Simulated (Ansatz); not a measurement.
Mulliken charges of ClH2O3Ta (`[O]=[Ta]([OH])([OH])[Cl]`) from r2SCAN/def2-TZVPP in Ansatz (PBE0-D4/def2-TZVP geometry).

```csv
atom,x (Å),y (Å),z (Å),charge (e)
O1,-1.099,-1.849,0.156,-0.410
Ta2,-0.399,-0.286,0.099,1.098
O3,1.094,-0.321,1.270,-0.418
O4,0.088,0.021,-1.709,-0.418
Cl5,-1.925,1.305,0.798,-0.279
H6,1.768,0.321,1.494,0.214
H7,0.534,0.741,-2.155,0.214
```

**Question.** By hand: the dipole of these point charges (1 e Å = 4.8032 D).

**Answer.** Σ q r = (0.548, 0.433, -0.136) e Å, of length 0.712 e Å = 3.42 D.

**Question.** How does the dipole of the full density compare? (Best estimate.)

**Answer.** Computed: (0.719, 0.763, -0.155) e Å, 5.09 D; the point charges give 0.67 times that, at 9° from its direction.

Point charges leave out the atoms' own dipoles, such as those of lone pairs, and Mulliken's split depends on the basis, so the two needn't agree.
